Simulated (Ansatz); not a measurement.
`C[SiH](F)N=C=O` + `C[O][GeH]([F])[SH]` → `C[O][GeH]([F])[S]C` + `O=C=N[SiH2]F`  (substitution at a C–Si bond)

Calculated with Ansatz (gas phase, PBE0-D4/def2-TZVP geometries, no zero-point term in ΔE). CCSD(T)/CBS is the MP2 limit (def2-TZVPP, def2-QZVPP) plus CCSD(T) − MP2 in def2-TZVPP, frozen cores. Functionals use def2-TZVPP. For Ge outer-core shells are correlated without core-valence functions, which leaves a few kJ/mol of doubt a bond. Scalar relativity is left out up to krypton. Each species was taken in one conformer, which may not be the lowest.

```tsv
level	ΔE (kJ/mol)
PBE0-D4	70.2
r2SCAN	73.1
PBE0	70.9
MP2/def2-QZVPP	68.4
```

(1) What does CCSD(T)/CBS give? (Best estimate.)

Largest T1 diagnostic among the species: 0.015.

Answers

(1) Computed: +68.3 kJ/mol. The listed levels differ from it by 1.9, 4.8, 2.6, 0.1 kJ/mol.

In def2-TZVPP, CCSD(T) changes the Hartree–Fock value by +3.9 kJ/mol (the triples alone add −0.7 kJ/mol) and MP2 by +3.4 kJ/mol.
